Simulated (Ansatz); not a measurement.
Calibrating B2PLYP/def2-TZVPP on molecular compounds of N

The vertical ionisation energy (cation less neutral) in eV of 7 molecular compounds of N: x at B2PLYP/def2-TZVPP, y at CCSD(T)/def2-TZVPP. Shapes, held fixed at every level: PBE0-D4/def2-TZVP. Flexible molecules stand in one conformer, not always the lowest. Programs: Ansatz 0.2.0.

```
                                   molecule  x (eV)  y (eV)
        C7H17N (n-tert-butylisopropylamine)    8.05    8.14
      C4H12ClNSi (SMILES CC(C)N(C)[SiH2]Cl)    8.64    8.73
       C2H11NSi2 (SMILES C[SiH2]N(C)[SiH3])    8.86    8.99
C2H10ClGeNSi (SMILES CC[N]([GeH3])[SiH2]Cl)    9.05    9.14
            C6H16BN (SMILES BN(CC)C(C)(C)C)    9.08    9.21
                     CH7B2N (SMILES BN(B)C)   10.93       ?
                         B2NH5 (SMILES BNB)   12.05   12.04
```

Task: Fit y = c + s·x to the known rows and predict y for CH7B2N.

Result: 
1. Means of the 6 rows: x = 9.2883, y = 9.375.
2. Σ(Δx)² = 9.8643, Σ(Δx·Δy) = 9.5626, so the slope is 9.5626/9.8643 = 0.96941.
3. Intercept: 9.375 − (0.96941) × 9.2883 = 0.371. The largest residual of the fit is 0.037.
4. CH7B2N: 0.371 + 0.96941 × 10.93 = 10.97 eV.

CCSD(T)/def2-TZVPP gives 11.00 eV, so the prediction is off by -0.03 eV, within the largest residual. Uncorrected, B2PLYP/def2-TZVPP misses CH7B2N by -0.07 eV, and the other rows by 0.09 on average. The line removes about 55 % of this miss. B2NH5 lies far out in x and weighs most in the slope. Left out in turn, the other rows are missed by 0.06 eV on average. Cations run unrestricted. Relativity is left out for Ge. Outer-core shells of Ge are correlated, in sets that cover them unevenly.
